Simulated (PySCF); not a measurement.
Mo(O)(NMe)(SH)2 (CH5MoNOS2), SMILES C[N]=[Mo](=[O])([SH])[SH], multiplicity 1. The structure is a stationary point at PBE0-D3(BJ)/def2-SVP. The spin state was assumed, not searched. The def2 effective core potentials stand for the cores of Mo; spin–orbit coupling is left out. Other conformers were not sampled.

Computed with PBE0-D3(BJ)/def2-SVP (PySCF).

Harmonic wavenumbers (cm⁻¹): 80, 84, 99, 114, 169, 179, 255, 311, 331, 355, 420, 439, 631, 638, 708, 1032, 1084, 1094, 1359, 1409, 1438, 1440, 2688, 2688, 3024, 3124, 3128. Rotational constants (GHz): 1.518, 1.430, 1.001; symmetry number 1.

Task: Work out the zero-point energy and the ideal-gas rigid-rotor harmonic-oscillator thermochemistry at 298.15 K and 1 atm.

Result: ZPE = ½ Σ hcν = ½ × 28319 cm⁻¹ = 40.48 kcal/mol. H − E(el) = 47.17 kcal/mol. Entropy in cal/(mol K): translation 41.89, rotation 29.38, vibration 27.68, total 98.95. G − E(el) = 17.67 kcal/mol. Cp = 32.98 cal/(mol K). Modes under 150 cm⁻¹ make the vibrational entropy uncertain.
